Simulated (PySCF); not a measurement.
Numbering as in the mapped SMILES `[CH3:1][CH2:2][CH2:3][O:4][C:5]([CH3:6])=[O:7]`. Each H is labelled by its parent atom.

[PySCF 2.14: NMR shieldings at PBE0/pcSseg-1/GIAO; GFN2-xTB geometry; one conformer; non-relativistic; no solvent model; one averaged value for each set of equivalent atoms]

References, each an isolated molecule treated in the same way: TMS for 13C (186.93 ppm) and 1H (31.72 ppm); 17O (336.08 ppm) against H2O.

```csv
atoms,nucleus,count,δ (ppm)
O4,17O,1,217.6
H(C3),1H,2,4.14
C1,13C,1,11.2
H(C2),1H,2,1.70
H(C1),1H,3,0.91
C3,13C,1,?
C6,13C,1,23.4
C2,13C,1,?
C5,13C,1,176.3
H(C6),1H,3,2.07
O7,17O,1,?
```

**Question.** Fill in the missing shifts.

**Answer.** 
- C3: 69.2 ppm, sp3 CH2 bonded to O; pulled downfield by the heteroatom
- C2: 26.0 ppm, sp3 CH2; aliphatic region, no heteroatom directly attached
- O7: 441.3 ppm, ester carbonyl oxygen

Shifts are as computed. Against solution values, carbons near 30 ppm lie about +3 ppm off and those near 130 ppm about +5 ppm. Of 1211 compounds with measured shifts, 218 miss one by over three times the rms of a fit or turn the order of signals round; such compounds aren't used in these exercises. Unscaled 17O shifts of doubly bonded oxygen tend to come out too high, by tens of ppm or more. Experimental scales use liquid or dissolved standards, which lie at an offset from isolated H2O (liquid H2O: subtract about 36 ppm).
